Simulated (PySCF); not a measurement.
**Polarisability and C₆ of Ag (silver, neutral)**

[Kr] 4d10 5s1, 2S determinant. Computed with PySCF 2.14 in ANO-RCC-VTZP (7s6p4d2f1g, 68 functions), with scalar relativity by spin-free X2C-1e. Coupled (time-dependent) response in atomic units; α is the mean over directions. The basis has no added diffuse functions, which lowers α and C₆.

| method | mean α (bohr³) | C₆ (like pair) | S(−4) |
| --- | --- | --- | --- |
| UHF | 68.75 | 552.0 | 4040 |
| PBE | 42.24 | 312.1 | 1235 |
| PBE0 | 46.47 | 346.7 | 1587 |
| MN15 | 44.51 | 335.9 | 1378 |

S(−4) is the Cauchy moment in α(ω) = α(0) + S(−4) ω² + …

Reference α: 55 ± 8 bohr³ (recommended; Schwerdtfeger and Nagle, table of static dipole polarizabilities (2023 update)). Published C₆: 341.0 (Gould and Bucko (2016)).

Hartree-Fock lies above the reference because it lacks correlation, which contracts the outer shell.

α(iu) at PBE:

```csv
u (hartree),α(iu) (bohr³)
0,42.24
0.0500,39.41
0.100,33.18
0.200,21.78
0.300,15.14
0.500,9.159
0.750,6.259
1.00,4.832
1.50,3.285
2.00,2.389
3.00,1.393
5.00,0.6180
```
